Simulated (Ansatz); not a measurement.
`C[Si](C)(C)Cl` + `[Li][OH]` → `[Li][O][Si](C)(C)C` + HCl at 400 K and 1 bar (ligand exchange at the Si–Cl bond).

Program: Ansatz. Geometries: PBE0-D4/def2-TZVP. ΔE: electronic, gas phase. CCSD(T)/CBS is the MP2 limit (def2-TZVPP, def2-QZVPP) plus CCSD(T) − MP2 in def2-TZVPP, frozen cores. This one scheme is used for every species. For Li outer-core shells are correlated without core-valence functions, which leaves a few kJ/mol of doubt a bond. Each species was taken in one conformer, which may not be the lowest.

```json
{"species": "`C[Si](C)(C)Cl`", "CCSD(T)/CBS energy (Eh)": "-868.53638", "H − E (kJ/mol)": "335.1", "S (J/(mol·K))": "404.9"}
{"species": "`[Li][OH]`", "CCSD(T)/CBS energy (Eh)": "-83.31445", "H − E (kJ/mol)": "49.7", "S (J/(mol·K))": "222.0"}
{"species": "`[Li][O][Si](C)(C)C`", "CCSD(T)/CBS energy (Eh)": "-491.47794", "H − E (kJ/mol)": "347.8", "S (J/(mol·K))": "432.8"}
{"species": "HCl", "CCSD(T)/CBS energy (Eh)": "-460.38127", "H − E (kJ/mol)": "29.6", "S (J/(mol·K))": "195.4"}
```

H − E and S are ideal-gas, rigid-rotor, harmonic terms from PBE0-D4/def2-TZVP, for one conformer and one mirror image of each species. 1 Eh = 2625.50 kJ/mol, R = 8.31446 J/(mol·K).

Task: By hand: ΔE, ΔH, ΔS and ΔG.

Result: ΔE = (-491.47794) + (-460.38127) − (-868.53638) − (-83.31445) = -0.00838 Eh = -22.0 kJ/mol. Δ(H − E) = 347.8 + 29.6 − 335.1 − 49.7 = -7.4, so ΔH = -29.4 kJ/mol. ΔS = 432.8 + 195.4 − 404.9 − 222.0 = 1.3 J/(mol·K). ΔG = -29.4 − 400 × (1.3)/1000 = -29.9 kJ/mol.

Task: By hand: the equilibrium constant, and the temperature at which ΔG would vanish if ΔH and ΔS stayed fixed.

Result: log₁₀ K = −ΔG/(RT ln 10) = 3.9. ΔH and −TΔS have one sign here, so there is no such temperature. One of them is within its doubt of zero, so this could turn.

The number of gas molecules stays the same, so ΔS is small and ΔH decides. A doubt of 5 kJ/mol in ΔE shifts log₁₀ K by 0.7 here. Other conformers and mirror images would add mixing entropy, several J/(mol·K) or more a flexible species. These are equilibria of isolated gas molecules and say nothing of rates. Largest T1 diagnostic: 0.013 (customary marks: 0.02 for closed shells, 0.045 for open ones).
